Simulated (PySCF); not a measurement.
Si(CF3)(Cl)(H)2 (CH₂ClF₃Si), SMILES FC(F)(F)[SiH2]Cl.

Coordinates come from a PBE0-D3(BJ)/def2-SVP optimisation.

Two levels are set side by side: TDA-PBE/def2-SVPD (PySCF) and TDA-ωB97X/def2-SVPD (PySCF). Vertical, same geometry. The lowest singlet is HOMO→LUMO 99 % with PBE and HOMO→LUMO 93 % with the other functional; states are paired by order. Differences are taken from unrounded values.

```csv
quantity,TDA-PBE
lowest singlet excitation (eV),6.65
lowest triplet excitation (TDA) (eV),6.28
```

Question: These are the TDA-PBE values. What does TDA-ωB97X give? (An estimate is asked for; the answer gives what the named calculation found.)

Answer: 
| quantity | TDA-ωB97X | TDA-PBE minus TDA-ωB97X |
|---|---|---|
| lowest singlet excitation (eV) | 7.89 | -1.24 |
| lowest triplet excitation (TDA) (eV) | 7.42 | -1.14 |

A lower first singlet is the usual sign of a functional without exact exchange. Differences between two approximate levels are no errors against the true value.

Rough cost on one machine, each run with all the roots and properties that it gave: TDA-ωB97X against TDA-PBE about 4 times.
